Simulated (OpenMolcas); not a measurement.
**W⁴⁺: effect of the basis set**

```json
{"Program": "OpenMolcas 26.06", "Method": "CASSCF", "Active space": "2 electrons in 5 orbitals (5d)", "State averaging": "2S+1 = 3 even, 10 roots; 2S+1 = 1 even, 15 roots", "Spin-orbit coupling": "RASSI with atomic mean-field integrals over the reference wave functions, term energies averaged over their components"}
```

A. ANO-R1 [7s5p4d2f], X2C, finite nucleus; cost of the order of 7 core-seconds
B. ANO-RCC-VDZP [7s6p4d2f1g], DKH2, point nucleus; cost about 6 core-seconds
C. ANO-R2 [8s6p5d3f2g], X2C, finite nucleus; cost about 4 core-seconds
D. ANO-RCC-VTZP [8s7p5d3f2g1h], DKH2, point nucleus; cost about 23 core-seconds
E. ANO-R3 [9s7p6d4f3g2h], X2C, finite nucleus; cost of the order of 11 core-seconds
F. ANO-RCC-VQZP [9s8p6d4f3g2h], DKH2, point nucleus; cost of the order of 15 core-seconds

Energies in cm⁻¹ above 5d² ³F₂, the measured ground level; measured values from the list in J. Phys. B 45, 065001 (2012).

```json
{"Level": "5d² ³F₂", "A": "0.0", "B": "0.0", "C": "0.0", "D": "0.0", "E": "0.0", "F": "0.0", "Measured": "0.0"}
{"Level": "5d² ³F₃", "A": "6181", "B": "7224", "C": "6521", "D": "6160", "E": "6097", "F": "6072", "Measured": ""}
{"Level": "5d² ³F₄", "A": "11713", "B": "13407", "C": "12278", "D": "11710", "E": "11613", "F": "11565", "Measured": ""}
{"Level": "5d² ³P₀", "A": "14619", "B": "14954", "C": "14753", "D": "14834", "E": "14930", "F": "14878", "Measured": "12839"}
{"Level": "5d² ¹D₂ [52 %]", "A": "15893", "B": "16868", "C": "16228", "D": "16066", "E": "16110", "F": "16049", "Measured": ""}
{"Level": "5d² ³P₁", "A": "18038", "B": "19121", "C": "18409", "D": "18222", "E": "18273", "F": "18207", "Measured": "16331"}
{"Level": "5d² ¹G₄", "A": "24532", "B": "26096", "C": "25064", "D": "24782", "E": "24832", "F": "24740", "Measured": "22346"}
{"Level": "5d² ³P₂ [59 %]", "A": "24921", "B": "27100", "C": "25651", "D": "25095", "E": "25089", "F": "24995", "Measured": "22615"}
{"Level": "5d² ¹S₀", "A": "49458", "B": "51100", "C": "50063", "D": "50134", "E": "50359", "F": "50178", "Measured": "43110"}
```

Deviations, from unrounded energies. A percentage is the sum of absolute deviations over the sum of measured energies, with the sign that they share, or ± where signs differ.

```
                        Against measurement  Levels      A      B      C      D      E      F
             mean absolute deviation (cm-1)       5   2900   4200   3300   3200   3200   3200
other terms of the ground configuration (%)       5  +12.2  +18.0  +14.2  +13.5  +13.9  +13.4
```

A lies closest to measurement on these levels and B furthest from it. The largest miss of A in the table is 5d² ¹S₀, by +6300 cm-1. The ranking rests on the paired levels alone, and a cruder setting can come out closer through cancelling errors.

Among A to F the level of the table that moves most is 5d² ³P₂ [59 %], by 2200 cm-1 (lowest in A, highest in B).

Without dynamic correlation excited terms often stand tens of per cent too high (terms of higher spin than the ground term too low), and those without a measured partner can miss by more than the paired ones. The basis is small and was not contracted for so high a charge (holds for A; B). Computed and measured levels are paired by configuration, term and J; levels that our copy of the source lacks, or whose pairing is in doubt (as where it misses far off the trend of its configuration), stay unpaired and out of the deviations. Levels of configurations outside the active space are missing.

A share in square brackets marks a mixed level and gives the weight of the term that names it, the lowest over the columns.
